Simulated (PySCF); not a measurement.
A structure optimised at PBE-D3(BJ)/def2-TZVPD, used in a PySCF frequency run:

```xyz
3

Sb     0.0000     0.0000    -0.0463
H      0.0000    -1.2181     1.1800
H      0.0000     1.2181     1.1800
```
Charge 0, spin multiplicity 2.

**Question.** Write its SMILES, formula and point group.

**Answer.** [SbH2], H2Sb, C2v

**Question.** What are its rotational constants (standard atomic weights)?

**Answer.** 169.46, 168.96, 84.606 GHz
